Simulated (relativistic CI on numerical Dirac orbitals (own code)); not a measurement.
# Magnetism of Tm⁴⁺, 4f11, in a crystal field

Calculated by Dirac-Coulomb-Breit CI, KLI orbitals optimised for each configuration, QED by a radiative potential, one configuration in a parametric crystal field, unscaled Slater integrals (own radial code). With so little scaling, terms lie 10 to 35 % too far apart, which can change the order of excited levels.

Field parameters in Wybourne normalisation. The field is a parameter set, without covalency.

S is read from ⟨S²⟩ = S(S + 1).

Powder χT (cm³ K mol⁻¹) by Van Vleck's formula, with temperature-independent terms:

| Field | 2 K | 5 K | 10 K | 20 K | 50 K | 100 K | 200 K | 300 K |
| --- | --- | --- | --- | --- | --- | --- | --- | --- |
| C2v, B20 = 190, B22 = 150, B40 = -1150, B42 = -560, B44 = 500, B60 = -840, B62 = 220, B64 = 810, B66 = -690 cm⁻¹ | 4.23 | 4.68 | 5.42 | 6.63 | 8.26 | 9.37 | 10.4 | 10.9 |
| C2v, B20 = 770, B22 = -160, B40 = 630, B42 = -770, B44 = -660, B60 = 950, B62 = -60, B64 = 640, B66 = 960 cm⁻¹ | 4.97 | 5.93 | 6.96 | 7.77 | 8.75 | 9.67 | 10.5 | 10.9 |
| D3d, B20 = -1240, B40 = -2360, B43 = -2580, B60 = 590, B63 = -800, B66 = -1010 cm⁻¹ | 7.38 | 7.49 | 7.68 | 8.06 | 8.96 | 9.75 | 10.5 | 10.8 |
| D3d, B20 = -40, B40 = -1760, B43 = 1550, B60 = 60, B63 = -630, B66 = -1060 cm⁻¹ | 5.15 | 5.68 | 6.54 | 7.82 | 9.35 | 10.1 | 10.7 | 11 |
| D3d, B20 = 1190, B40 = 1710, B43 = -190, B60 = 430, B63 = 750, B66 = 760 cm⁻¹ | 4.96 | 5.23 | 5.7 | 6.59 | 8.37 | 9.59 | 10.6 | 11 |
| D4h, B20 = -810, B40 = -920, B44 = -1390, B60 = 210, B64 = 1110 cm⁻¹ | 4.95 | 5.54 | 6.43 | 7.45 | 8.58 | 9.59 | 10.6 | 11 |

(1) For C2v, B20 = 190, B22 = 150, B40 = -1150, B42 = -560, B44 = 500, B60 = -840, B62 = 220, B64 = 810, B66 = -690 cm⁻¹: what effective moment follows at 300 K?

Results:

(1) μ_eff = √(8χT) = 9.32 μB. The LS value g√(J(J + 1)) of the free ion's ⁴I°15/2 level is 9.58 μB.
